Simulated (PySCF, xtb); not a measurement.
AlHO, SMILES [OH][Al] (connectivity only; charge and spin as stated), neutral, multiplicity 1.

GFN2-xTB run with xtb 6.7.1 at its own geometry gives an orbital gap of 3.08 eV and a dipole moment of 0.64 D.

Geometry: B3LYP-D3(BJ)/def2-TZVPD.

What does PySCF with M06-2X/def2-TZVPD give? (The exact figures need the calculation; the answer reports its results.)

gap 7.41 eV (levels -7.52 and -0.11 eV), dipole 0.79 D.
